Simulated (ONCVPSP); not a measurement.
Scattering properties, ONCV potential for H

```json
{
 "Element": "hydrogen",
 "Generator": "ONCVPSP 4.0.1",
 "Type": "optimised norm-conserving Vanderbilt (ONCV)",
 "Functional": "BLYP",
 "Relativity": "scalar-relativistic",
 "Frozen core": "none",
 "Valence charge": "1",
 "Reference configuration": "1s1",
 "Partial waves": "1s: rc 1.45 bohr, ncon 3, nbas 7, qcut 6.5 1/bohr, 2 projectors, debl 3.8 Ha; p scattering state at 0.05 Ha: rc 1.20 bohr, ncon 4, nbas 8, qcut 7.4 1/bohr, 2 projectors, debl 2.2 Ha",
 "Local potential": "polynomial inside 0.75 bohr (lpopt 1, dvloc0 6 Ha)",
 "Core correction": "none"
}
```

The phase is arctan(r·R′/R) of the radial function R(r), unwrapped; energies in Ha, scanned from -2 to 5 Ha. A pole is an energy at which the radial function vanishes at the test radius. The pseudo phase is shifted by a multiple of π to meet the all-electron one at the reference energy, and phase errors are pseudo minus all-electron; the curves can meet again beyond the range given. Levels narrower than the energy grid can be missing from the lists of poles.

| channel | radius (bohr) | reference energy (Ha) | poles, all-electron | poles, pseudo | unbroken range about the reference energy with phases within 0.05 rad | phase error 1 Ha above the reference energy (rad) |
| --- | --- | --- | --- | --- | --- | --- |
| s | 1.47 | -0.24 | 0.76 | 0.76 | the whole range | +0.000 |
| p | 1.22 | 0.05 | none | none | the whole range | -0.000 |

Phases in the p channel:

```csv
E (Ha),all-electron,pseudo
-1.98,1.037,1.037
-1.62,0.985,0.985
-1.26,0.919,0.919
-0.90,0.834,0.834
-0.54,0.721,0.721
-0.18,0.570,0.570
0.18,0.366,0.366
0.54,0.102,0.102
0.90,-0.203,-0.203
1.26,-0.501,-0.501
1.62,-0.751,-0.751
1.98,-0.942,-0.942
2.34,-1.084,-1.084
2.70,-1.192,-1.191
3.06,-1.274,-1.274
3.42,-1.340,-1.340
3.78,-1.394,-1.394
4.14,-1.439,-1.439
4.50,-1.478,-1.478
4.86,-1.514,-1.514
```
